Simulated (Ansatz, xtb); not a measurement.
## Relative energy of two isomers of GeH8NSi+

We compare a, `[NH3+][SiH2][GeH3]`, a singlet, with b, `[SiH3][NH2+][GeH3]`, a singlet. Both are isolated ions in the gas phase, relaxed with PBE0-D3(BJ)/def2-SVP.

Quicker runs give these differences E(b) − E(a): GFN2-xTB −41.08 kJ/mol; HF/STO-3G −32.80 kJ/mol (at GFN2-xTB geometries); r2SCAN-D4/def2-SVP +1.41 kJ/mol (at GFN2-xTB geometries).

**Question.** Which of the two would you expect CCSD(T)/def2-TZVP electronic energies to favour?

**Answer.** Structure b; the calculation gives E(b) − E(a) = −8.08 kJ/mol.

How the difference moves with the method:

| level | geometry | E(b) − E(a) (kJ/mol) | departure from the last row (kJ/mol) | job, with rough time for the two |
| --- | --- | --- | --- | --- |
| GFN2-xTB | GFN2-xTB | −41.08 | −33.00 | optimisation, 7.8 s |
| HF/STO-3G | GFN2-xTB | −32.80 | −24.72 | single point, 5.1 s |
| r2SCAN-D4/def2-SVP | GFN2-xTB | +1.41 | +9.49 | single point, 17 s |
| PBE0-D3(BJ)/def2-SVP | PBE0-D3(BJ)/def2-SVP | +10.93 | +19.01 | optimisation, 3.6 min |
| HF/def2-TZVP | PBE0-D3(BJ)/def2-SVP | −18.36 | −10.28 | part of the CCSD(T) run |
| MP2/def2-TZVP | PBE0-D3(BJ)/def2-SVP | −12.16 | −4.08 | part of the CCSD(T) run |
| CCSD(T)/def2-TZVP | PBE0-D3(BJ)/def2-SVP | −8.08 |  | single point, 2.5 min |

As drawn, b has 1 Ge–N, 1 Si–H in place of 1 Ge–Si, 1 N–H.

PBE0-D3(BJ)/def2-SVP puts the two in the other order. r2SCAN-D4/def2-SVP finds them nearly level. The largest departure from CCSD(T)/def2-TZVP is that of GFN2-xTB, 33.00 kJ/mol.

With harmonic frequencies from PBE0-D3(BJ)/def2-SVP (ideal gas, rigid rotor, one conformer each, 298.15 K, 1 atm): on the last row, ΔE + ΔZPE = −14.85 kJ/mol. A mode under 50 cm⁻¹ makes harmonic enthalpies and free energies unreliable, so none is given.

The correlated steps freeze 15 core orbitals; the filled d shell of Ge is correlated, in a basis made for valence electrons. Codes used: Ansatz 0.2.0, xtb 6.7.1; the last row on 2 threads of Intel(R) Xeon(R) Processor @ 2.50GHz (Skylake/Cascade Lake) on a shared host.
